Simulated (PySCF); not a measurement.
Coordinates in bohr (charge 0 multiplicity 1):
```
Ge    0.0000    0.0000    0.0000
H     2.3699    0.0000    1.6758
H     0.0000    2.3699   -1.6758
H    -2.3699    0.0000    1.6758
H     0.0000   -2.3699   -1.6758
```

All numbers come from PySCF, B3LYP, basis Ge def2-TZVP, H def2-TZVP (no relativity, density fitting).

This geometry of GeH₄ is a stationary point at this level.

Task: What is the point group?

Result: Td.

Task: Is it a minimum?

Result: Yes: all harmonic wavenumbers are real.

Task: Give the atomic charges and bond orders.

Result: 
| atom | Mulliken | Löwdin | polar tensor | Mayer order to Ge1 |
| --- | --- | --- | --- | --- |
| Ge1 | 0.07 | 0.29 | 0.93 | – |
| H2,3,4,5 | -0.02 | -0.07 | -0.23 | 0.95 |

Task: Give the ideal-gas entropy at 298.15 K and 1 bar by parts.

Result: translation 163.2, rotation 50.9, vibration 3.4, spin 0.0; total 217.5 J/(mol K).

Task: What is the atomisation energy, with and without zero-point energy?

Result: 1229 kJ/mol without, 1151 kJ/mol with.
